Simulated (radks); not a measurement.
Task: Radial electron density D(r) = 4 pi r^2 rho(r) of an atom or ion with 47 electrons. Method: scalar-relativistic Kohn-Sham, PBE, spin-polarised, spherical densities, finite nucleus; Fermi nuclear charge, rms radius of each element as measured or else 0.836 A^(1/3) + 0.57 fm; computed with a radial shooting solver on a logarithmic mesh with Libxc functionals.

r (bohr),D(r) (e/bohr),spin D(r)
0.002254,6.711,0.00211
0.002982,10.47,0.00327
0.003914,15.78,0.00487
0.005179,23.31,0.00708
0.006853,33.05,0.00975
0.009067,44.38,0.0124
0.0119,55.28,0.0142
0.01575,63.53,0.0136
0.02083,65.89,0.00955
0.02735,62.25,0.00311
0.03618,57.43,-0.000754
0.04788,60.21,0.00649
0.06284,72.87,0.0246
0.08315,84.32,0.0344
0.11,78.26,0.0113
0.1456,62.13,-0.0126
0.1911,61.23,0.0260
0.2528,70.13,0.0699
0.3345,56.23,0.0153
0.4391,29.42,0.0300
0.5809,21.85,0.154
0.7686,25.16,0.0409
1.009,18.51,-0.0130
1.335,8.139,0.439
1.766,2.638,0.752
2.337,0.7259,0.467
3.068,0.1420,0.125
4.059,0.01165,0.0113
5.37,0.0002685,0.000267

What is the nuclear charge?

Result: Z = 51. The innermost maximum, from 1s, lies near gamma/Z bohr with gamma = sqrt(1 - (Z/c)^2) = 0.928, here 0.0182 bohr (found: 0.0199), and its height grows with Z. The density is that of the antimony ion Sb4+ in [Kr] 4d10 5s1; the configuration itself is not fixed sharply by these data, and Z only to a few units. D(r) has 4 maxima, at r = 0.0199, 0.0879, 0.257, 0.756 bohr, and minima at 0.0389, 0.168, 0.549 bohr, inside which lie 1.99, 11.17, 28.98 electrons.
